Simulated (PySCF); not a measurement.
C2H3ClF2Si, SMILES C=C[Si](F)(F)Cl.

Coordinates come from a B3LYP-D3(BJ)/def2-SVP optimisation. The values are those of a single conformer.

Computed with TDA-PBE/def2-SVPD (PySCF 2.14.0).

Vertical excitations. 

**Question.** List the lowest excited states. (Estimate from the structure and the level; the computed values follow.)

**Answer.** 
| state | energy (eV) | λ (nm) | f | main pairs |
|---|---|---|---|---|
| S1 | 6.09 | 204 | 0.021 | HOMO−1→LUMO 55 %, HOMO−2→LUMO 32 % |
| S2 | 6.11 | 203 | 0.038 | HOMO−2→LUMO 66 %, HOMO−1→LUMO 20 %, HOMO→LUMO 11 % |
| S3 | 6.57 | 189 | 0.006 | HOMO−3→LUMO 85 % |
| S4 | 7.16 | 173 | 0.022 | HOMO→LUMO+1 99 % |
| S5 | 7.55 | 164 | 0.016 | HOMO→LUMO+2 95 % |
| S6 | 7.64 | 162 | 0.331 | HOMO→LUMO 47 %, HOMO−5→LUMO 15 %, HOMO−1→LUMO 8 % |
| S7 | 7.84 | 158 | 0.005 | HOMO−4→LUMO 90 % |
| S8 | 7.89 | 157 | 0.073 | HOMO−1→LUMO+1 76 %, HOMO−5→LUMO 19 % |
| S9 | 7.96 | 156 | 0.026 | HOMO−5→LUMO 58 %, HOMO−1→LUMO+1 16 % |
| S10 | 7.99 | 155 | 0.043 | HOMO−2→LUMO+1 91 % |
| T1 | 4.30 | 289 | 0 | HOMO→LUMO 95 % |
| T2 | 5.72 | 217 | 0 | HOMO−1→LUMO 92 % |
| T3 | 6.04 | 205 | 0 | HOMO−2→LUMO 98 % |
| T4 | 6.26 | 198 | 0 | HOMO−3→LUMO 94 % |
Triplets are in the Tamm–Dancoff approximation.
